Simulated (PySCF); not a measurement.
These 3 structures share the formula C2H5NOSi. Level of theory: PySCF, PBE0-D3(BJ)/def2-SVP geometry optimisation, gas phase. One conformer each; no zero-point energy, no entropy. No frequencies were run at this level. Point groups hold within 0.08 Å.

Question: Rank from lowest to highest electronic energy at this level (kcal/mol).
A. `[CH3:1][Si@H:2]([OH:3])[C:4]#[N:5]` with C1–Si2–O3–H -179°
B. `[SiH3:1][O:2][C:3]1=[N:4][CH2:5]1` with Si1–O2–C3–N4 2°
C. `[SiH3:1][O:2][C@H:3]1[CH:4]=[N:5]1` with Si1–O2–C3–C4 -43°

Answer: A (0.0), B (58.5), C (64.1).

As drawn, the lowest has a C≡N group, an O–H bond and an Si–C bond, which the highest lacks; the highest has a three-membered ring and a C=N bond, which the lowest lacks.

```tsv
SMILES	E (Eh)	E rel (kcal/mol)	dipole (D)	point group	A, B, C (MHz)
C[Si@H](O)C#N	-498.12783	0.0	3.14	C1	5945, 2846, 2149
[SiH3]OC1=NC1	-498.03457	58.5	1.95	near Cs	15600, 2276, 2064
[SiH3]O[C@H]1C=N1	-498.02561	64.1	1.79	C1	10455, 2745, 2502
```
